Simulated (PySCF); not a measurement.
A structure optimised at PBE-D3(BJ)/def2-TZVP, used in a PySCF frequency run:

```xyz
5

C      0.5017     1.3431     0.0000
C      0.0621     0.1107     0.0000
F      0.8331    -0.9756     0.0000
F     -1.2275    -0.2568     0.0000
H      0.1664     2.3683     0.0000
```
Charge 0, spin multiplicity 2.

Write its SMILES, formula and point group.

[CH]=C(F)F, C₂HF₂, Cs

What are its rotational constants (standard atomic weights)?

11.355, 10.754, 5.5230 GHz
